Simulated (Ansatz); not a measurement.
```yaml
crystal:
  periodic: [false, false, false]
  atoms:
    - {symbol: C, position_ang: [2.425333, 0.185618, -2.782489]}
    - {symbol: C, position_ang: [1.351221, 0.721844, -1.653672]}
    - {symbol: O, position_ang: [0.951219, 1.815657, -1.695911]}
    - {symbol: C, position_ang: [0.928428, -0.360204, -0.635160]}
    - {symbol: C, position_ang: [-0.171705, 0.285346, 0.074144]}
    - {symbol: O, position_ang: [-0.646829, 1.460015, -0.062600]}
    - {symbol: C, position_ang: [-1.009231, -0.723172, 1.159811]}
    - {symbol: C, position_ang: [-2.450273, -0.953008, 0.848072]}
    - {symbol: C, position_ang: [-0.536263, -0.138148, 2.518745]}
    - {symbol: H, position_ang: [2.809822, -0.658202, -2.412563]}
    - {symbol: H, position_ang: [3.169087, 1.070889, -2.557129]}
    - {symbol: H, position_ang: [2.021191, 0.174850, -3.671332]}
    - {symbol: H, position_ang: [0.937240, -1.192129, -0.795857]}
    - {symbol: H, position_ang: [0.058136, 2.062036, -0.564686]}
    - {symbol: H, position_ang: [-0.321300, -1.847397, 1.100637]}
    - {symbol: H, position_ang: [-3.030365, -1.462388, 1.560248]}
    - {symbol: H, position_ang: [-2.319768, -1.226667, -0.046043]}
    - {symbol: H, position_ang: [-2.884833, 0.284972, 0.963163]}
    - {symbol: H, position_ang: [-1.043802, -0.722071, 3.346835]}
    - {symbol: H, position_ang: [0.242705, 0.039038, 2.596239]}
    - {symbol: H, position_ang: [-0.970127, 0.774412, 2.726496]}
basis:
  gaussian: {orbitals: aug-cc-pVDZ, fitting: {mean_field: cc-pVTZ-jkfit}}
hamiltonian: {xc: {name: CAM-B3LYP}, dispersion: d3bjatm}
accuracy: high
scf: {lower_state_search: light}
relax: {f_tol: 0.001, max_steps: 1}
```

```sh
$ ansatz run in.yaml --threads 4 --pin off --events-out ev --progress --plain --max-ram 41984MiB --backend cuda --devices 0, --max-vram 37GiB
```

Shortened log:

```
Functional definition: CAM-B3LYP
1071 factors; integrals over basis functions are off by at most 1.6e-1 eV
1071 factors; integrals over basis functions are off by at most 1.5e-3 eV
mean field evaluation 1: about -11519.4454 eV, gradient 8.5e1 eV
mean field evaluation 2: about -11523.6603 eV, gradient 7.4e1 eV
mean field evaluation 4: about -11535.3182 eV, gradient 4.0e0 eV
mean field evaluation 8: about -11535.3521 eV, gradient 8.3e-2 eV
mean field evaluation 16: about -11535.3521 eV, gradient 1.3e-4 eV
mean field -11535.35207812 eV, -423.9163699286 hartree, gradient 5.8e-8 eV, S^2 0.000000; 0 other end points of the search recorded, 0 dependent functions left out
reference -11535.35211108 eV, -423.9163711399 hartree; 35, 35 occupied and 280, 280 virtual orbitals, 1071 factors
relax step   1: F+E_penalty+E_count = -11535.73651115 eV  Δ(F+E_penalty+E_count) = +0.000e0 eV  max|allowed force component| = 2.523e1 eV/Å  Δτ_max = 0.0000 Å  (40 SCF iters, accepted)
Error: geometry relaxation did not converge after 1 steps: max|allowed force component| = 2.52e1 eV/Å (threshold 1.0e-3). Raise `relax.max_steps` over both its present limit and 1, loosen `relax.f_tol`, or start from a geometry closer to equilibrium. Where this run's directory can be resumed (`checkpoint.write`), a resume goes on for up to `relax.max_steps` more
```

(1) Something in this input is off. What?

Answers

(1) The relaxation is allowed too few steps for its threshold. The run did not converge.
